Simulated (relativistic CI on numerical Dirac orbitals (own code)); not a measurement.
**Sensitivity of the levels of Pm¹⁸⁺ to α and to the nuclear radius**

Method of calculation: Dirac-Coulomb-Breit CI, separate exchange-only KLI orbitals for each configuration, derivatives by finite differences, unscaled Slater integrals, QED left out (own radial code, finite nucleus).

Configurations in the expansion (outside the closed core [Ar] 3d10): 4s2 4p6 4d7, 4s2 4p5 4d8, 4s2 4p6 4d6 4f, 4s2 4p4 4d9, 4s 4p6 4d8, 4s2 4p6 4d6 5s, 4p6 4d9, 4s 4p5 4d9. Levels of other configurations are missing.

With x = (α/α₀)² − 1 an excitation energy changes as ω = ω₀ + qx; K = 2q/ω₀ is the relative enhancement. Terms are leading LS components, so labels can repeat. The field-shift factor is F = δν/δ⟨r²⟩ for the transition from the lowest level.

Lowest level 4s2 4p6 4d7 4F_9/2.

```tsv
Level	ω₀ (cm⁻¹)	q (cm⁻¹)	F (GHz/fm²)
4s2 4p6 4d7 2P_3/2	25331	-1060	-0.235
4s2 4p6 4d7 4F_5/2	31451	10500	0.162
4s2 4p6 4d7 4F_7/2	34596	39480	0.618
4s2 4p6 4d7 4F_3/2	52782	42270	0.655
4s2 4p6 4d7 4P_5/2	56469	41490	0.726
4s2 4p6 4d7 2G_9/2	57885	33830	0.594
4s2 4p6 4d7 4P_1/2	63624	38150	0.449
4s2 4p6 4d7 2H_11/2	76346	36670	0.774
4s2 4p6 4d7 2G_7/2	79371	45990	0.763
4s2 4p6 4d7 2D_5/2	92931	70550	1.06
4s2 4p6 4d7 4P_3/2	93977	75770	1.14
4s2 4p6 4d7 2F_5/2	100437	33470	0.647
4s2 4p6 4d7 2P_1/2	106334	79470	0.982
```

At this charge energies of transitions that change n are usually good to better than 1 %, and those within a shell (Δn = 0) to a few per cent. Terms inside the open d or f shell come out 10 to 20 % too wide with unscaled integrals.

**Question.** Which transition from the lowest level has the largest |K|?

**Answer.** 4s2 4p6 4d7 4F_7/2 at 34596 cm⁻¹, K = 2.28.
